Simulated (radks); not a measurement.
Task: The mean radii <r> (bohr) of the occupied orbitals of an atom or ion are listed with their occupations. Method: scalar-relativistic Kohn-Sham, SCAN, spin-polarised, spherical densities, finite nucleus; meta-GGA in the generalised Kohn-Sham scheme; Fermi nuclear charge, rms radius of each element as measured or else 0.836 A^(1/3) + 0.57 fm; computed with a radial shooting solver on a logarithmic mesh with Libxc functionals.

| orbital | occ. | <r> |
|---|---|---|
| 1s up | 1 | 0.01687 |
| 1s down | 1 | 0.01687 |
| 2s up | 1 | 0.07081 |
| 2s down | 1 | 0.07074 |
| 2p up | 3 | 0.06391 |
| 2p down | 3 | 0.06383 |
| 3s up | 1 | 0.1767 |
| 3s down | 1 | 0.1771 |
| 3p up | 3 | 0.1761 |
| 3p down | 3 | 0.1765 |
| 3d up | 5 | 0.1575 |
| 3d down | 1 | 0.1579 |

Name the element and its charge. Open shells, if any, are filled with parallel spins first.

Result: Z = 79, gold, charge +55: Au55+ in [Ar] 3d6. The 1s radius gives Z: for a bare nucleus <r> = (2 gamma + 1)/(2Z) with gamma = sqrt(1 - (Z/c)^2), 0.01667 bohr for Z = 79, and screening makes it slightly larger (0.01687 here). The occupations add up to 24, and the charge is Z minus that.
